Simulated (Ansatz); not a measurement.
A structure relaxed at PBE-D4/def2-TZVPD in Ansatz, charge -1, doublet:

```xyz
7

Pd    0.722    1.087   -0.414
Pd    0.184   -1.034    0.885
Pd   -0.610   -0.898   -1.717
H     1.151    2.424    0.369
H    -1.127   -1.320   -0.169
H     0.280   -1.024    2.490
H    -0.600    0.766   -1.443
```

(1) Give its formula and point group.

(2) Summarise the bond lengths by kind (pairs closer than 1.2 times the sum of covalent radii, bridged metal pairs left out).

Answers

(1) Pd₃H₄⁻. Point group Cs (tolerance 0.1 Å).

(2) 1 × Pd–Pd 2.55 Å; 6 × H–Pd 1.61 to 1.71 Å.

In the def2 sets Pd takes a core potential; there is no spin–orbit coupling. Another isomer (doublet) lies 0.38 eV lower at PBE0-D4/def2-TZVPD; other spin states weren't run for this one.
